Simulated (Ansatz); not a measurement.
Mulliken charges of BFH2OSi, SMILES `F[SiH]1BO1` from PBE/def2-TZVPP in Ansatz (PBE0-D4/def2-TZVP geometry).

```csv
atom,x (Å),y (Å),z (Å),charge (e)
F1,-1.754,-0.557,-0.922,-0.260
Si2,-0.388,0.198,-0.612,0.497
B3,0.468,0.126,1.065,-0.016
O4,0.770,-0.822,0.146,-0.204
H5,0.098,0.718,-1.904,-0.052
H6,0.848,0.273,2.181,0.035
```

Task: By hand: the dipole of these point charges (1 e Å = 4.8032 D).

Result: Σ q r = (0.123, 0.381, 0.064) e Å, of length 0.405 e Å = 1.95 D.

Task: How does the dipole of the full density compare? (An estimate is asked.)

Result: Computed: (0.079, 0.233, -0.010) e Å, 1.18 D; the point charges give 1.65 times that, at 11° from its direction.

Point charges leave out the atoms' own dipoles, such as those of lone pairs, and Mulliken's split depends on the basis, so the two needn't agree.
